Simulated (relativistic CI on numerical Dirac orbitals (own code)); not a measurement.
Line list: Forbidden lines, Os LXI

These numbers are calculated, not measured: Dirac-Coulomb-Breit CI, KLI orbitals optimised for each configuration, QED by a radiative potential, unscaled Slater integrals (own radial code, finite nucleus).

CI space (outside the closed core [Ne]): 3s²3p⁴, 3s²3p³3d, 3s3p⁵, 3p⁶, 3s3p⁴3d, 3s3p³3d², 3p⁵3d, 3s²3p²3d4p, 3s3p³3d4s, 3p⁵4s, 3s²3p³4s, 3p⁵4p, 3s²3p²3d², 3s²3p3d³, 3s3p²3d³, 3s²3p3d²4s, 3p⁴3d², 3p³3d³, 3p³3d²4s, 3s²3p²3d4s, 3s3p²3d²4s, 3s²3p3d4s². Double excitations out of closed p, d and f shells are left out; levels of such configurations are missing from the list, as are those of other unlisted configurations, and high levels can miss mixing partners.

| λ vac (Å) | Lower | Upper | Type | A (s⁻¹) | log gf |
| --- | --- | --- | --- | --- | --- |
| 28.721 | 3s²3p³3d ⁵D°4 [34] | 3s²3p³3d ³D°3 [146] | M1 | 2.48e+08 | -3.67 |
| 29.239 | 3s²3p³3d ³F°4 [7] | 3s²3p³3d ¹F°3 [41] | M1 | 2.62e+08 | -3.63 |
| 29.532 | 3s²3p³3d ³D°3 [33] | 3s²3p³3d ³D°2 [141] | M1 | 4.32e+08 | -3.55 |
| 29.956 | 3s²3p³3d ³D°3 [33] | 3s²3p³3d ³F°4 [140] | M1 | 1.12e+08 | -3.87 |
| 29.977 | 3s²3p³3d ⁵D°4 [34] | 3s²3p³3d ³F°4 [140] | M1 | 4.22e+08 | -3.29 |
| 30.038 | 3s²3p⁴ ³P1 [11] | 3s²3p⁴ ³P0 [46] | M1 | 1.23e+09 | -3.78 |
| 30.597 | 3s²3p⁴ ³P2 [1] | 3s²3p⁴ ¹D2 [12] | E2 | 1.36e+07 | -5.02 |
| 30.597 | 3s²3p⁴ ³P2 [1] | 3s²3p⁴ ¹D2 [12] | M1 | 2.94e+08 | -3.69 |
| 30.771 | 3s²3p³3d ³D°1 [37] | 3s²3p³3d ³D°2 [141] | M1 | 2.40e+08 | -3.77 |
| 30.835 | 3s²3p³3d ³D°2 [3] | 3s²3p³3d ³G°4 [25] | E2 | 3.94e+06 | -5.30 |
| 30.966 | 3s²3p³3d ³F°4 [35] | 3s²3p³3d ³F°4 [140] | M1 | 6.32e+07 | -4.09 |
| 31.189 | 3s²3p³3d ³F°4 [7] | 3s²3p³3d ³G°5 [36] | E2 | 7.85e+06 | -4.90 |
| 31.189 | 3s²3p³3d ³F°4 [7] | 3s²3p³3d ³G°5 [36] | M1 | 9.29e+07 | -3.83 |
| 31.225 | 3s²3p³3d ³G°5 [36] | 3s²3p³3d ³F°4 [140] | M1 | 1.21e+08 | -3.80 |
| 31.313 | 3s²3p³3d ³D°2 [40] | 3s²3p³3d ³D°3 [146] | M1 | 2.13e+08 | -3.66 |
| 31.372 | 3s²3p⁴ ³P2 [1] | 3s²3p⁴ ³P1 [11] | M1 | 4.80e+08 | -3.67 |
| 31.452 | 3s²3p³3d ³F°4 [7] | 3s²3p³3d ³F°4 [35] | E2 | 5.36e+06 | -5.15 |
| 31.452 | 3s²3p³3d ³F°4 [7] | 3s²3p³3d ³F°4 [35] | M1 | 5.78e+07 | -4.11 |
| 31.585 | 3s²3p³3d ³F°3 [6] | 3s²3p³3d ³G°4 [25] | E2 | 8.37e+06 | -4.95 |
| 31.585 | 3s²3p³3d ³F°3 [6] | 3s²3p³3d ³G°4 [25] | M1 | 8.88e+07 | -3.92 |
| 31.902 | 3s²3p³3d ¹F°3 [41] | 3s²3p³3d ³D°3 [146] | M1 | 1.64e+08 | -3.76 |
| 32.036 | 3s²3p³3d ³D°2 [8] | 3s²3p³3d ³F°4 [35] | E2 | 5.00e+06 | -5.16 |
| 32.195 | 3s²3p³3d ³D°2 [3] | 3s²3p³3d ³F°2 [21] | M1 | 2.86e+08 | -3.65 |
| 32.542 | 3s²3p³3d ³F°4 [7] | 3s²3p³3d ⁵D°4 [34] | M1 | 3.68e+08 | -3.28 |
| 32.833 | 3s²3p³3d ³D°1 [4] | 3s²3p³3d ⁵D°0 [22] | M1 | 5.22e+08 | -4.07 |
| 33.104 | 3s²3p⁴ ¹S0 [2] | 3s²3p⁴ ³P1 [11] | M1 | 1.70e+08 | -4.08 |
| 33.772 | 3s²3p³3d ³D°3 [9] | 3s²3p³3d ³F°4 [35] | M1 | 4.17e+07 | -4.19 |
| 34.617 | 3s²3p³3d ¹F°3 [44] | 3s²3p³3d ³F°4 [140] | M1 | 1.21e+08 | -3.71 |
| 35.032 | 3s²3p³3d ³D°3 [9] | 3s²3p³3d ⁵D°4 [34] | M1 | 1.54e+08 | -3.59 |
| 144.89 | 3s²3p³3d ³F°3 [6] | 3s²3p³3d ³F°4 [7] | M1 | 3.79e+06 | -3.97 |

Terms are leading LS components. Brackets give the number of a level in order of energy, since labels repeat. The list gives strong lines, with weight on those to low levels, among the lowest 200 of 2790 levels, so that lines to higher ones, which can be the strongest, are missing. Levels whose partners in the same complex of configurations lie outside the list can be far off, and so can their lines. Rates are taken at the computed energies, electric ones in the length gauge.

At this charge energies of transitions that change n are usually good to better than 1 %, and those within a shell (Δn = 0) to a few per cent.

LS names give the leading component of a level, which can be under half, so a name can repeat, a term be missing and a line seem to break the LS rules.
